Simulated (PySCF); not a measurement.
Cl4Sb, doublet, at a GFN2-xTB geometry (the spin is typed, not shown lowest) (all electrons, no relativity), with bond 2-1 at 1.25 times its length; B3LYP/STO-3G in PySCF.

PySCF was given this input:
```python
from pyscf import gto, scf, dft

mol = gto.M(
    atom='''
Sb    0.039025   -0.313223   -0.156073
Cl    2.897055    0.226659   -1.354369
Cl    0.606409    0.404742    1.988993
Cl   -0.866724    1.684606   -0.947912
Cl   -2.182209   -1.268362    0.541847
''',
    basis='sto-3g',
    charge=0,
    spin=1,
    verbose=4,
)

mf = dft.UKS(mol)
mf.xc = 'b3lyp'
mf.kernel()
mo_i, mo_e, stable_i, stable_e = mf.stability(internal=True, external=False, return_status=True, nroots=6, tol=1e-6)
print('internally stable:', stable_i, ' externally stable:', stable_e)
if not stable_i:
    umf = mf.copy()
    umf.scf_summary = {}
    umf.kernel(umf.make_rdm1(mo_i, mf.mo_occ))
```

Predict the main parts of the log of this PySCF run.


```
PySCF version 2.14.0

[INPUT] verbose = 4
[INPUT] num. atoms = 5
[INPUT] num. electrons = 119
[INPUT] charge = 0
[INPUT] spin (= nelec alpha-beta = 2S) = 1
[INPUT] symmetry False subgroup None
[INPUT] Mole.unit = angstrom
[INPUT] Symbol           X                Y                Z      unit          X                Y                Z       unit  Magmom
[INPUT]  1 Sb     0.039025000000  -0.313223000000  -0.156073000000 AA    0.073746562011  -0.591905685915  -0.294935225439 Bohr   0.0
[INPUT]  2 Cl     2.897055000000   0.226659000000  -1.354369000000 AA    5.474640517802   0.428323433668  -2.559386481601 Bohr   0.0
[INPUT]  3 Cl     0.606409000000   0.404742000000   1.988993000000 AA    1.145946929471   0.764851531109   3.758652033677 Bohr   0.0
[INPUT]  4 Cl    -0.866724000000   1.684606000000  -0.947912000000 AA   -1.637870985588   3.183443967799  -1.791294070189 Bohr   0.0
[INPUT]  5 Cl    -2.182209000000  -1.268362000000   0.541847000000 AA   -4.123777356561  -2.396856806806   1.023942431417 Bohr   0.0

nuclear repulsion = 953.507146434725
number of shells = 31
number of NR pGTOs = 189
number of NR cGTOs = 63
basis = sto-3g
ecp = {}

******** <class 'pyscf.dft.uks.UKS'> ********
method = UKS
initial guess = minao
damping factor = 0
level_shift factor = 0
DIIS = <class 'pyscf.scf.diis.CDIIS'>
diis_start_cycle = 1
diis_space = 8
diis_damp = 0
SCF conv_tol = 1e-09
SCF conv_tol_grad = None
SCF max_cycles = 50
direct_scf = True
direct_scf_tol = 1e-13
number electrons alpha = 60  beta = 59
XC library pyscf.dft.libxc version 7.1.2
    S. Lehtola, C. Steigemann, M. J. T. Oliveira, and M. A. L. Marques,  SoftwareX 7, 1–5 (2018)
XC functionals = b3lyp
    P. J. Stephens, F. J. Devlin, C. F. Chabalowski, and M. J. Frisch,  J. Phys. Chem. 98, 11623 (1994)
radial grids:
    Treutler-Ahlrichs [JCP 102, 346 (1995); DOI:10.1063/1.469408] (M4) radial grids

becke partition: Becke, JCP 88, 2547 (1988); DOI:10.1063/1.454033
pruning grids: <function nwchem_prune>
grids dens level: 3
symmetrized grids: False
atomic radii adjust function: <function treutler_atomic_radii_adjust>
small_rho_cutoff = 0
Set gradient conv threshold to 3.16228e-05
tot grids = 97480
init E= -8055.04734204183

cycle= 1 E= -8074.23821780502  delta_E= -19.2  |g|= 0.128  |ddm|= 2.26
cycle= 2 E= -8074.2437107481  delta_E= -0.00549  |g|= 0.0456  |ddm|= 0.459
cycle= 3 E= -8074.24438997674  delta_E= -0.000679  |g|= 0.0407  |ddm|= 0.415
cycle= 4 E= -8074.24845133287  delta_E= -0.00406  |g|= 0.00568  |ddm|= 0.225
cycle= 5 E= -8074.24850375502  delta_E= -5.24e-05  |g|= 0.00289  |ddm|= 0.0302
cycle= 6 E= -8074.24851906154  delta_E= -1.53e-05  |g|= 0.000609  |ddm|= 0.0117
cycle= 7 E= -8074.24851994875  delta_E= -8.87e-07  |g|= 0.000145  |ddm|= 0.00278
cycle= 8 E= -8074.24852018122  delta_E= -2.32e-07  |g|= 7.6e-05  |ddm|= 0.00229
cycle= 9 E= -8074.2485203398  delta_E= -1.59e-07  |g|= 4.79e-05  |ddm|= 0.00237
cycle= 10 E= -8074.24852044762  delta_E= -1.08e-07  |g|= 2.08e-05  |ddm|= 0.00293
cycle= 11 E= -8074.24852046663  delta_E= -1.9e-08  |g|= 2.61e-06  |ddm|= 0.00168
cycle= 12 E= -8074.24852046683  delta_E= -2e-10  |g|= 6.32e-07  |ddm|= 0.00013
Extra cycle  E= -8074.24852046677  delta_E= 5.46e-11  |g|= 4.66e-07  |ddm|= 5.69e-06
converged SCF energy = -8074.24852046677  <S^2> = 0.75717222  2S+1 = 2.0071594
uhf_internal: lowest eigs of H = [0.02940756 0.03295267 0.17002073 0.17296543 0.20460222 0.23051128]
<class 'pyscf.dft.uks.UKS'> wavefunction is stable in the internal stability analysis
internally stable: True  externally stable: None
```
